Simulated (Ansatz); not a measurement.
Process, species as SMILES: CC(C)N([SiH3])[SiH3] + 2 C (CH4) + 2 N (NH3) -> 2 CC (C2H6) [ethane] + CN (CH5N) [methanamine] + 2 N[SiH3]
Each molecule is optimised on its own at B3LYP-D3(BJ)/def2-TZVP (Ansatz, an electronic-structure program), one conformer each, not searched for the lowest.
Geometry of the first species:
```xyz
19

C      1.5444     0.2405     1.5845
C      1.1809    -0.1541     0.1561
C      1.8952     0.7178    -0.8751
N     -0.2911    -0.1524    -0.0620
Si    -0.9030    -1.5482    -0.8789
Si    -1.2691     1.1743     0.4713
H      2.6205     0.1501     1.7409
H      1.2699     1.2783     1.7905
H      1.0335    -0.3967     2.3067
H      1.5249    -1.1855     0.0131
H      1.6074     1.7644    -0.7620
H      2.9784     0.6488    -0.7553
H      1.6403     0.4028    -1.8874
H     -2.3681    -1.4189    -1.0266
H     -0.2823    -1.7057    -2.2201
H     -0.5855    -2.7824    -0.1150
H     -0.6507     2.4739     0.1101
H     -2.5859     1.0550    -0.1893
H     -1.4783     1.1918     1.9412
```
Charge 0, spin multiplicity 1.

Quantity: bond separation energy (electronic energy difference), in kcal/mol. Correlated levels leave the core frozen unless marked. Spin-orbit coupling is left out. No relativistic terms. CBS(X,Y): correlation extrapolated as X^-3; Hartree-Fock from the larger set. The bracket is a focal-point correction in the basis named.

```csv
level,program,bond separation energy (kcal/mol)
revPBE/def2-TZVPD,Ansatz,?
r2SCAN/def2-TZVPD,Ansatz,10.2
r2SCAN0/def2-TZVPD,Ansatz,9.2
HSE06/def2-TZVPD,Ansatz,6.7
B2GP-PLYP-D3(BJ)/def2-TZVPD,Ansatz + dftd3,12.8
CCSD/aug-cc-pV(D+d)Z,Ansatz,12.8
"RI-MP2/CBS(cc-pV(T+d)Z,cc-pV(Q+d)Z)+[CCSD(T)-MP2]/cc-pV(T+d)Z",Ansatz,?
```

**Question.** Some entries are withheld; supply them.

**Answer.** 
- revPBE/def2-TZVPD, bond separation energy (kcal/mol): 3.9
- RI-MP2/CBS(cc-pV(T+d)Z,cc-pV(Q+d)Z)+[CCSD(T)-MP2]/cc-pV(T+d)Z, bond separation energy (kcal/mol): 12.1
